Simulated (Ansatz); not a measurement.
Consider the silylene formation by 1,1-elimination: `N[SiH2][GaH2]` → `[NH2][GaH2]` + `[SiH2]`.

Gas-phase electronic energies from Ansatz, PBE0-D4/def2-TZVP geometries. CBS: MP2 limit from def2 TZ/QZ plus the TZ coupled-cluster correction, frozen cores. This one scheme is used for every species. DFT in def2-TZVPP. B3LYP here is the variant with VWN-RPA as its local correlation; programs differ in this. HSE06 is defined as in plane-wave codes. For Ga outer-core shells are correlated without core-valence functions, which leaves a few kJ/mol of doubt a bond. Scalar relativity is left out up to krypton. Each species was taken in one conformer, which may not be the lowest.

```
             level  ΔE (eV)  difference from CCSD(T)/CBS
            PBE-D4     2.50                         0.13
         r2SCAN-D4     2.61                         0.24
            B97M-V     2.40                         0.03
           PBE0-D4     2.60                         0.23
          B3LYP-D4     2.39                         0.02
        r2SCANh-D4     2.63                         0.26
        r2SCAN0-D4     2.66                         0.29
          HSE06-D4     2.60                         0.23
          BHLYP-D4     2.50                         0.13
      CAM-B3LYP-D4     2.43                         0.06
           ωB97X-V     2.51                         0.14
           ωB97M-V     2.36                        -0.01
            B2PLYP     2.33                        -0.04
               PBE     2.43                         0.06
            revPBE     2.29                        -0.08
              BLYP     2.12                        -0.25
            r2SCAN     2.60                         0.23
              PBE0     2.54                         0.17
           r2SCANh     2.61                         0.24
           r2SCAN0     2.63                         0.26
             HSE06     2.54                         0.17
             BHLYP     2.38                         0.01
         CAM-B3LYP     2.36                        -0.01
           LC-ωPBE     2.60                         0.23
RPA@PBE/def2-TZVPP     2.10                        -0.27
       HF/def2-SVP     2.13                        -0.24
      MP2/def2-SVP     2.23                        -0.14
     CCSD/def2-SVP     2.04                        -0.33
  CCSD(T)/def2-SVP     2.05                        -0.32
     HF/def2-TZVPP     2.23                        -0.14
    MP2/def2-TZVPP     2.45                         0.08
SCS-MP2/def2-TZVPP     2.34                        -0.03
   CCSD/def2-TZVPP     2.27                        -0.10
CCSD(T)/def2-TZVPP     2.29                        -0.08
     HF/def2-QZVPP     2.24                        -0.13
    MP2/def2-QZVPP     2.49                         0.12
SCS-MP2/def2-QZVPP     2.38                         0.01
      HF/CBS(def2)     2.24                        -0.13
     MP2/CBS(def2)     2.52                         0.15
    CCSD/CBS(def2)     2.34                        -0.03
       CCSD(T)/CBS     2.37                            0
```

Largest T1 diagnostic among the species: 0.014.

Leaving LDA and LC-ωPBE aside and taking each functional with its dispersion term where it has one, the values, not all of them listed here, spread over 0.39 eV, from BLYP-D4 to r2SCAN0-D4. LDA lies +0.28 eV from PBE without D4. From r2SCAN to r2SCAN0 (25 % exact exchange), in def2-TZVPP and without D4, ΔE moves by +0.04 eV.
